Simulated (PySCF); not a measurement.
Level of theory: PBE-D3(BJ)/def2-TZVP (PySCF). Isolated molecules, 0 K electronic values unless said otherwise. Excitations are Tamm–Dancoff values on a coarser integration grid. The basis has no diffuse functions, so Rydberg states are missing or too high.

Reference species (SMILES): `[CH3][In]([Cl])[Cl]` (neutral, multiplicity 1).

```
Property              Result
-------------------  -------
HOMO–LUMO gap        4.58 eV
S1–T1 gap (TDA)      0.50 eV
T1 excitation (TDA)  4.32 eV
```

Changed species: `[CH3][In]([CH3])[CH3]` (3 of 3 Cl replaced by CH3; the reference has 1 of 3 Cl replaced by CH3).

Predict the effect on the HOMO–LUMO gap, S1–T1 gap (TDA) and T1 excitation (TDA).

the HOMO–LUMO gap falls by 0.35 eV, to 4.23 eV; the S1–T1 gap (TDA) drops by 0.28 eV, to 0.22 eV; the T1 excitation (TDA) falls by 0.23 eV, to 4.09 eV.
